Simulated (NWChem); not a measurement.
## Basis-set convergence for HClSSi

```xyz
4

Si    -0.9758    -0.0460     0.0000
Cl     0.4328    -1.6208     0.0000
S      0.4284     1.6035     0.0000
H     -0.5511     2.5415     0.0000
```
Charge 0, spin multiplicity 1.

The numbers come from NWChem runs, not from measurements. Structure: optimised with B3LYP/def2-SVP, a minimum by its harmonic frequencies. It is one conformer; others weren't searched.

Quantity: dipole moment at the level PBE.

The structure started from a generated list of species.

Costs are rough ratios of processor time within this set of runs, SCF included, with cc-pVDZ as 1.

Question: In def2-QZVP the value is 1.70 D. Among cc-pVDZ, def2-SVP, def2-SVPD, aug-cc-pVDZ, pcseg-2, cc-pVTZ, def2-TZVP, def2-TZVPP, aug-cc-pVTZ, which is the smallest basis within 0.1 D of it?

Answer: def2-SVP, with 59 functions against 240 and about 0.6 % of the time (also within reach: def2-SVPD, aug-cc-pVDZ, cc-pVTZ, def2-TZVP, def2-TZVPP, aug-cc-pVTZ). def2-QZVP isn't the basis-set limit itself, and a small set can land close by cancellation.

| basis | functions | dipole moment (D) | relative cost |
|---|---|---|---|
| cc-pVDZ | 59 | 1.87 | 1 |
| def2-SVP | 59 | 1.75 | 0.3 |
| def2-SVPD | 86 | 1.75 | under 3 |
| aug-cc-pVDZ | 90 | 1.74 | under 3 |
| pcseg-2 | 116 | 1.95 | under 3 |
| cc-pVTZ | 116 | 1.72 | under 3 |
| def2-TZVP | 117 | 1.72 | under 3 |
| def2-TZVPP | 140 | 1.69 | under 3 |
| aug-cc-pVTZ | 173 | 1.70 | 6 |
| def2-QZVP | 240 | 1.70 | 50 |
